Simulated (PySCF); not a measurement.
The dipole of BH2(iPr), `[H]B([H])C(C)C` from its density and from atomic charges.

Coordinates (PBE0-D3(BJ)/def2-SVP, Å) and charges (e) from the PBE0/pcSseg-1 density (PySCF):

| atom | x | y | z | Mulliken | IAO | Hirshfeld | ESP-fitted |
| --- | --- | --- | --- | --- | --- | --- | --- |
| B1 | 1.176 | 1.131 | -0.064 | +0.1958 | +0.0536 | +0.1488 | +0.2084 |
| H2 | 1.766 | 1.468 | 0.941 | -0.0128 | +0.0038 | -0.0615 | -0.1295 |
| H3 | 1.426 | 1.701 | -1.104 | -0.0129 | +0.0039 | -0.0615 | -0.1297 |
| C4 | 0.243 | -0.107 | -0.049 | -0.5457 | -0.2312 | -0.0812 | +0.4026 |
| C5 | -0.752 | -0.243 | -1.198 | -0.2261 | -0.4003 | -0.1139 | -0.5271 |
| C6 | -0.345 | -0.520 | 1.297 | -0.2267 | -0.4003 | -0.1138 | -0.5267 |
| H7 | 1.104 | -0.803 | -0.266 | +0.1444 | +0.1670 | +0.0559 | -0.0041 |
| H8 | -0.287 | -0.021 | -2.170 | +0.1185 | +0.1380 | +0.0402 | +0.1082 |
| H9 | -1.591 | 0.460 | -1.067 | +0.1134 | +0.1328 | +0.0381 | +0.1258 |
| H10 | -1.184 | -1.256 | -1.249 | +0.1100 | +0.1310 | +0.0353 | +0.1191 |
| H11 | -0.775 | -1.534 | 1.264 | +0.1100 | +0.1309 | +0.0353 | +0.1189 |
| H12 | 0.408 | -0.494 | 2.098 | +0.1186 | +0.1380 | +0.0402 | +0.1083 |
| H13 | -1.158 | 0.165 | 1.589 | +0.1134 | +0.1328 | +0.0381 | +0.1257 |

**Question.** What dipole does each set of charges give (1 e·Å = 4.803 D), and what does the density give?

**Answer.** The full density gives (-0.32, -0.58, -0.01) D, 0.67 D in size; dipole vectors point from the negative to the positive end.

| scheme | μx | μy | μz | size (D) | share of the full size (%) | angle to the full dipole (°) |
| --- | --- | --- | --- | --- | --- | --- |
| Mulliken | -0.23 | 0.00 | 0.04 | 0.23 | 35 | 60 |
| IAO | 0.18 | -0.41 | -0.07 | 0.45 | 68 | 54 |
| Hirshfeld | -0.11 | -0.34 | -0.02 | 0.36 | 54 | 11 |
| ESP-fitted | -0.30 | -0.59 | -0.01 | 0.66 | 99 | 2 |

**Question.** Which set comes closest?

**Answer.** Length of the difference vector: ESP-fitted 0.02 D, Hirshfeld 0.32 D, IAO 0.54 D, Mulliken 0.59 D. Closest: ESP-fitted. ESP charges are fitted to the potential around the molecule, whose slowest-falling term is the dipole's. The schemes that divide the density aren't constrained to reproduce the dipole.

**Question.** What is left for the Hirshfeld atoms' own dipoles?

**Answer.** The Hirshfeld atoms' densities add up to the full density, so μ = Σ q r + Σ (atomic dipoles). The atomic dipoles sum to (-0.32, -0.58, -0.01) − (-0.11, -0.34, -0.02) = (-0.21, -0.24, 0.01) D, 0.32 D in size.

**Question.** With the origin at the mean of the coordinates, (0.002, -0.004, 0.002) Å, which are the largest single terms, by size, of the Hirshfeld dipole along the direction of the full one?

**Answer.** B1 -1.12, H3 +0.64, H2 +0.64, C6 -0.33, C5 -0.33 D; all 13 atoms together +0.35 D. The single terms depend on the origin, their sum doesn't.

**Question.** Give the size of the full dipole in other units.

**Answer.** 0.67 D = 0.262 au = 0.139 e·Å = 2.22 × 10⁻³⁰ C·m.

One conformer (not necessarily the lowest) at the PBE0-D3(BJ)/def2-SVP geometry, without solvent, vibrations or thermal averaging.

The run behind these numbers computed NMR shieldings as well. Hardware: one thread, Arm Neoverse N1 (aarch64) (shared host). Cost: 16 s wall (with the writing of density and orbital grids), 0.55 GiB resident at most.
